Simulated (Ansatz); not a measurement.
Born–Oppenheimer molecular dynamics of a periodic cell of 24 atoms, H₁₆CO₇ (contents 6 H2O + 1 CH3OH, density as packed 1.18 g/cm³ with natural masses). It starts from a partly relaxed structure (largest force component 0.24 eV/Å).

These are results of DFT PBEsol, scalar-relativistic, plane waves, PAW in Ansatz 0.2.0, not measurements. Settings: cutoff 420 eV, k mesh 1x1x1, fermi-dirac smearing 0.02 eV, no spin polarisation.

```yaml
ensemble: NVT, Langevin thermostat
time_step: 0.5 fs
steps_asked: 300
set_temperature: 350 K
friction: 0.02 /fs
seed: 830090
```

Frames 0.5 fs apart, positions in Å, forces in eV/Å.

Velocities at 85.0 fs (Å/ps):

```
O 3.56 1.05 7.57
H -25.66 19.30 -19.58
H 12.36 -10.98 27.39
O -1.47 -1.83 2.28
H 16.28 -7.35 15.95
H -6.56 -4.71 2.55
O -0.23 -0.90 4.32
H 2.66 -18.04 -32.75
H 31.18 -6.26 -5.70
O 0.97 -2.21 8.57
H 3.13 18.94 -4.56
H -13.91 -5.74 -15.80
O 2.33 3.02 -0.25
H 8.04 7.77 -10.48
H -5.49 3.63 10.56
O 0.61 4.45 -2.35
H -0.57 13.22 12.50
H -8.02 9.96 -15.64
C -6.58 1.07 -1.90
O 0.66 -4.37 2.17
H -15.28 17.21 -17.41
H -22.52 2.59 -26.07
H -5.50 17.40 -11.69
H -1.09 -13.71 -9.99
```

```xyz
24
Lattice="5.8245 0.0000 0.0000 0.0000 5.8245 0.0000 0.0000 0.0000 5.8245" Properties=species:S:1:pos:R:3:forces:R:3 time_fs=85.0 energy_less_start_eV=0.703 T=249
O 4.368 5.339 4.282 0.14 0.16 0.56
H 4.681 4.643 4.892 0.20 -0.39 -0.21
H 4.394 6.144 4.854 -0.62 0.30 -0.20
O 3.780 2.045 5.655 -0.01 -1.41 1.84
H 4.655 2.379 5.474 1.85 0.79 0.18
H 3.351 2.260 4.849 -1.52 0.27 -1.92
O 3.131 3.193 2.815 0.70 -0.01 -1.02
H 3.525 2.927 1.928 -0.48 0.38 1.10
H 3.466 4.106 2.985 -0.19 -0.26 -0.24
O 0.043 5.006 2.207 0.38 -0.09 -1.27
H -0.585 5.228 2.921 -0.38 0.31 0.81
H 0.283 4.083 2.341 0.18 -0.49 0.16
O 2.301 6.106 1.662 -1.66 -2.59 1.07
H 1.307 5.719 1.625 1.70 0.65 0.38
H 2.380 6.777 1.027 0.49 1.79 -2.01
O 1.565 1.068 3.870 -0.64 1.90 1.97
H 1.975 0.876 3.009 0.63 -0.23 -1.38
H 1.153 0.259 4.137 -0.50 -1.12 0.23
C 1.442 3.903 5.478 0.35 -2.09 -0.29
O 0.325 3.118 4.923 -0.05 1.63 1.38
H 1.061 4.895 5.600 -0.41 0.84 0.59
H 0.631 2.333 4.432 1.23 -0.84 -0.61
H 1.923 3.470 6.463 -1.14 0.74 -1.50
H 2.229 3.984 4.695 -0.24 -0.23 0.37
24
Lattice="5.8245 0.0000 0.0000 0.0000 5.8245 0.0000 0.0000 0.0000 5.8245" Properties=species:S:1:pos:R:3:forces:R:3 time_fs=85.5 energy_less_start_eV=0.709 T=247
O 4.370 5.339 4.286 -0.14 0.92 0.09
H 4.667 4.652 4.883 0.48 -1.10 0.35
H 4.399 6.140 4.868 -0.65 0.27 -0.28
O 3.779 2.044 5.657 0.28 -1.24 1.67
H 4.666 2.376 5.483 1.40 0.66 0.19
H 3.346 2.258 4.848 -1.34 0.24 -1.74
O 3.131 3.192 2.817 0.95 -0.13 -1.56
H 3.525 2.918 1.913 -0.71 0.54 1.63
H 3.480 4.102 2.982 -0.23 -0.31 -0.25
O 0.044 5.005 2.211 0.45 -0.01 -1.38
H -0.583 5.237 2.920 -0.42 0.26 0.87
H 0.276 4.080 2.335 0.16 -0.51 0.21
O 2.302 6.107 1.662 -1.58 -2.53 1.00
H 1.314 5.722 1.620 1.63 0.61 0.40
H 2.378 6.781 1.030 0.50 1.78 -1.98
O 1.566 1.070 3.869 -0.71 1.98 2.14
H 1.977 0.882 3.014 0.72 -0.28 -1.57
H 1.149 0.262 4.129 -0.52 -1.18 0.23
C 1.439 3.903 5.477 0.30 -1.76 -0.50
O 0.326 3.116 4.925 -0.12 1.49 1.34
H 1.053 4.905 5.592 -0.28 0.54 0.54
H 0.621 2.333 4.419 1.25 -0.71 -0.52
H 1.919 3.481 6.456 -1.09 0.67 -1.35
H 2.228 3.977 4.690 -0.32 -0.20 0.45
24
Lattice="5.8245 0.0000 0.0000 0.0000 5.8245 0.0000 0.0000 0.0000 5.8245" Properties=species:S:1:pos:R:3:forces:R:3 time_fs=86.0 energy_less_start_eV=0.665 T=260
O 4.372 5.340 4.291 -0.39 1.69 -0.37
H 4.654 4.658 4.875 0.75 -1.79 0.90
H 4.402 6.137 4.881 -0.67 0.21 -0.36
O 3.777 2.043 5.658 0.59 -0.96 1.22
H 4.682 2.374 5.492 0.77 0.49 0.21
H 3.338 2.256 4.842 -1.00 0.15 -1.30
O 3.131 3.192 2.818 1.10 -0.19 -1.88
H 3.522 2.910 1.902 -0.83 0.65 1.95
H 3.493 4.099 2.979 -0.26 -0.36 -0.26
O 0.044 5.004 2.215 0.49 0.01 -1.42
H -0.582 5.247 2.920 -0.42 0.18 0.88
H 0.271 4.076 2.329 0.11 -0.47 0.25
O 2.303 6.108 1.663 -1.35 -2.07 0.63
H 1.324 5.725 1.616 1.46 0.55 0.40
H 2.378 6.791 1.027 0.46 1.39 -1.62
O 1.566 1.073 3.868 -0.75 1.94 2.16
H 1.984 0.888 3.016 0.71 -0.30 -1.57
H 1.144 0.264 4.121 -0.49 -1.13 0.20
C 1.436 3.904 5.476 0.15 -1.34 -0.73
O 0.326 3.115 4.925 -0.13 1.20 1.20
H 1.045 4.916 5.585 -0.14 0.20 0.48
H 0.616 2.329 4.406 1.21 -0.45 -0.34
H 1.912 3.492 6.448 -1.00 0.56 -1.14
H 2.226 3.972 4.686 -0.36 -0.17 0.49
24
Lattice="5.8245 0.0000 0.0000 0.0000 5.8245 0.0000 0.0000 0.0000 5.8245" Properties=species:S:1:pos:R:3:forces:R:3 time_fs=86.5 energy_less_start_eV=0.596 T=285
O 4.374 5.340 4.296 -0.58 2.32 -0.72
H 4.643 4.660 4.869 0.93 -2.32 1.33
H 4.405 6.137 4.893 -0.68 0.13 -0.43
O 3.777 2.041 5.659 0.84 -0.64 0.65
H 4.701 2.373 5.501 0.10 0.30 0.21
H 3.327 2.255 4.833 -0.57 0.02 -0.72
O 3.131 3.191 2.819 1.14 -0.18 -2.00
H 3.515 2.905 1.896 -0.85 0.69 2.05
H 3.505 4.095 2.976 -0.29 -0.41 -0.26
O 0.044 5.003 2.219 0.47 0.04 -1.38
H -0.584 5.256 2.921 -0.36 0.08 0.82
H 0.266 4.071 2.326 0.05 -0.40 0.28
O 2.304 6.108 1.664 -0.97 -1.35 0.08
H 1.338 5.728 1.612 1.16 0.44 0.37
H 2.380 6.804 1.021 0.40 0.79 -1.07
O 1.566 1.076 3.867 -0.76 1.74 2.02
H 1.992 0.892 3.013 0.60 -0.27 -1.38
H 1.137 0.264 4.114 -0.40 -0.95 0.13
C 1.434 3.904 5.474 -0.08 -0.86 -1.02
O 0.326 3.113 4.926 -0.09 0.84 1.00
H 1.037 4.929 5.577 0.02 -0.16 0.44
H 0.616 2.323 4.392 1.13 -0.14 -0.11
H 1.904 3.504 6.436 -0.86 0.42 -0.83
H 2.224 3.966 4.683 -0.38 -0.15 0.51
24
Lattice="5.8245 0.0000 0.0000 0.0000 5.8245 0.0000 0.0000 0.0000 5.8245" Properties=species:S:1:pos:R:3:forces:R:3 time_fs=87.0 energy_less_start_eV=0.534 T=287
O 4.375 5.342 4.301 -0.65 2.67 -0.85
H 4.634 4.658 4.866 1.01 -2.56 1.53
H 4.407 6.138 4.903 -0.69 0.04 -0.49
O 3.776 2.039 5.661 1.04 -0.34 0.09
H 4.720 2.373 5.511 -0.51 0.15 0.19
H 3.315 2.254 4.824 -0.13 -0.10 -0.15
O 3.131 3.190 2.820 1.13 -0.13 -1.97
H 3.505 2.901 1.895 -0.80 0.68 2.02
H 3.515 4.091 2.973 -0.32 -0.45 -0.26
O 0.044 5.002 2.223 0.38 0.09 -1.25
H -0.587 5.264 2.925 -0.22 -0.05 0.69
H 0.261 4.068 2.323 0.00 -0.34 0.31
O 2.304 6.107 1.665 -0.49 -0.55 -0.47
H 1.354 5.731 1.610 0.76 0.29 0.33
H 2.381 6.818 1.013 0.35 0.14 -0.48
O 1.566 1.079 3.867 -0.76 1.37 1.75
H 2.003 0.893 3.006 0.40 -0.22 -1.01
H 1.128 0.262 4.108 -0.23 -0.63 0.02
C 1.432 3.903 5.473 -0.38 -0.36 -1.38
O 0.326 3.112 4.927 -0.07 0.48 0.80
H 1.030 4.941 5.569 0.17 -0.49 0.40
H 0.616 2.316 4.379 1.06 0.15 0.10
H 1.895 3.516 6.420 -0.67 0.24 -0.41
H 2.220 3.959 4.679 -0.37 -0.12 0.51
24
Lattice="5.8245 0.0000 0.0000 0.0000 5.8245 0.0000 0.0000 0.0000 5.8245" Properties=species:S:1:pos:R:3:forces:R:3 time_fs=87.5 energy_less_start_eV=0.495 T=276
O 4.377 5.343 4.306 -0.61 2.68 -0.77
H 4.627 4.651 4.868 0.96 -2.46 1.47
H 4.406 6.140 4.911 -0.68 -0.05 -0.52
O 3.775 2.038 5.662 1.15 -0.11 -0.38
H 4.737 2.373 5.521 -0.99 0.03 0.15
H 3.302 2.253 4.816 0.25 -0.21 0.35
O 3.131 3.189 2.820 1.04 -0.04 -1.76
H 3.495 2.898 1.900 -0.70 0.62 1.80
H 3.524 4.088 2.970 -0.34 -0.47 -0.25
O 0.044 5.001 2.226 0.23 0.18 -1.07
H -0.590 5.271 2.932 -0.04 -0.17 0.51
H 0.257 4.064 2.322 -0.03 -0.30 0.34
O 2.305 6.107 1.667 0.07 0.21 -0.92
H 1.370 5.735 1.609 0.28 0.10 0.28
H 2.384 6.832 1.005 0.30 -0.42 0.01
O 1.566 1.083 3.868 -0.75 0.92 1.42
H 2.014 0.892 2.997 0.15 -0.15 -0.58
H 1.118 0.258 4.104 -0.01 -0.23 -0.11
C 1.431 3.903 5.471 -0.74 0.14 -1.81
O 0.326 3.111 4.928 -0.07 0.18 0.64
H 1.023 4.952 5.562 0.30 -0.77 0.36
H 0.617 2.310 4.367 0.99 0.37 0.28
H 1.884 3.529 6.404 -0.44 0.03 0.09
H 2.215 3.954 4.676 -0.32 -0.09 0.48
24
Lattice="5.8245 0.0000 0.0000 0.0000 5.8245 0.0000 0.0000 0.0000 5.8245" Properties=species:S:1:pos:R:3:forces:R:3 time_fs=88.0 energy_less_start_eV=0.481 T=279
O 4.377 5.345 4.310 -0.47 2.32 -0.46
H 4.623 4.640 4.872 0.81 -2.02 1.15
H 4.403 6.143 4.918 -0.67 -0.12 -0.53
O 3.774 2.036 5.664 1.19 0.06 -0.74
H 4.752 2.373 5.532 -1.34 -0.05 0.09
H 3.291 2.253 4.808 0.57 -0.30 0.76
O 3.132 3.188 2.819 0.88 0.10 -1.34
H 3.483 2.896 1.911 -0.51 0.48 1.37
H 3.534 4.083 2.966 -0.36 -0.47 -0.23
O 0.045 5.000 2.230 0.05 0.27 -0.86
H -0.593 5.277 2.940 0.15 -0.29 0.31
H 0.251 4.061 2.321 -0.05 -0.27 0.35
O 2.306 6.106 1.667 0.66 0.87 -1.24
H 1.386 5.739 1.607 -0.25 -0.11 0.21
H 2.389 6.843 0.998 0.26 -0.86 0.40
O 1.566 1.087 3.868 -0.76 0.44 1.10
H 2.025 0.890 2.986 -0.10 -0.08 -0.16
H 1.108 0.254 4.100 0.22 0.19 -0.23
C 1.430 3.902 5.468 -1.10 0.60 -2.23
O 0.327 3.110 4.929 -0.07 -0.04 0.52
H 1.017 4.961 5.556 0.40 -1.00 0.32
H 0.621 2.305 4.358 0.94 0.52 0.41
H 1.875 3.542 6.388 -0.19 -0.19 0.61
H 2.210 3.947 4.672 -0.26 -0.05 0.42
24
Lattice="5.8245 0.0000 0.0000 0.0000 5.8245 0.0000 0.0000 0.0000 5.8245" Properties=species:S:1:pos:R:3:forces:R:3 time_fs=88.5 energy_less_start_eV=0.496 T=262
O 4.378 5.347 4.315 -0.27 1.70 -0.05
H 4.620 4.624 4.879 0.60 -1.36 0.68
H 4.398 6.145 4.923 -0.64 -0.15 -0.49
O 3.774 2.035 5.665 1.18 0.17 -1.00
H 4.763 2.373 5.542 -1.58 -0.11 0.03
H 3.282 2.252 4.801 0.82 -0.37 1.06
O 3.132 3.187 2.818 0.63 0.26 -0.73
H 3.470 2.895 1.927 -0.26 0.28 0.74
H 3.543 4.077 2.963 -0.35 -0.41 -0.20
O 0.045 4.999 2.233 -0.12 0.34 -0.64
H -0.597 5.281 2.950 0.34 -0.41 0.10
H 0.246 4.059 2.321 -0.08 -0.23 0.36
O 2.307 6.105 1.668 1.24 1.45 -1.47
H 1.400 5.743 1.606 -0.77 -0.31 0.15
H 2.397 6.854 0.992 0.21 -1.23 0.71
O 1.566 1.091 3.869 -0.76 0.03 0.80
H 2.035 0.888 2.974 -0.32 -0.02 0.20
H 1.098 0.250 4.096 0.43 0.56 -0.33
C 1.429 3.901 5.464 -1.44 0.96 -2.57
O 0.327 3.108 4.930 -0.09 -0.18 0.45
H 1.012 4.968 5.550 0.48 -1.15 0.28
H 0.628 2.303 4.351 0.88 0.58 0.49
H 1.866 3.554 6.374 0.04 -0.39 1.09
H 2.204 3.940 4.669 -0.16 -0.02 0.34
24
Lattice="5.8245 0.0000 0.0000 0.0000 5.8245 0.0000 0.0000 0.0000 5.8245" Properties=species:S:1:pos:R:3:forces:R:3 time_fs=89.0 energy_less_start_eV=0.541 T=266
O 4.378 5.349 4.319 -0.06 0.98 0.38
H 4.618 4.605 4.887 0.39 -0.59 0.17
H 4.393 6.149 4.926 -0.61 -0.20 -0.44
O 3.773 2.034 5.667 1.16 0.24 -1.16
H 4.771 2.371 5.551 -1.74 -0.14 -0.02
H 3.276 2.252 4.797 0.98 -0.42 1.26
O 3.133 3.187 2.818 0.29 0.44 0.07
H 3.457 2.893 1.946 0.05 0.00 -0.08
H 3.552 4.069 2.959 -0.32 -0.29 -0.16
O 0.046 4.999 2.236 -0.29 0.34 -0.41
H -0.600 5.285 2.961 0.52 -0.51 -0.10
H 0.242 4.055 2.321 -0.10 -0.14 0.36
O 2.308 6.104 1.670 1.76 1.92 -1.63
H 1.412 5.745 1.604 -1.24 -0.48 0.08
H 2.406 6.863 0.987 0.17 -1.51 0.94
O 1.566 1.095 3.869 -0.74 -0.29 0.55
H 2.044 0.887 2.963 -0.50 0.03 0.49
H 1.090 0.247 4.091 0.58 0.84 -0.39
C 1.427 3.901 5.460 -1.71 1.21 -2.82
O 0.328 3.106 4.931 -0.11 -0.27 0.40
H 1.009 4.971 5.545 0.51 -1.21 0.25
H 0.636 2.301 4.346 0.82 0.60 0.53
H 1.859 3.565 6.363 0.24 -0.55 1.49
H 2.196 3.933 4.666 -0.06 0.02 0.26
```

Of the whole run (150 fs, mean temperature of the second half 342 K): A run of 0.15 ps of so small a system gives no equilibrium averages. Limits of this set-up: coarse k mesh.

The run took 4.7 min on 1 thread of Arm Neoverse V1, with other jobs on the host, peak memory 0.31 GiB.
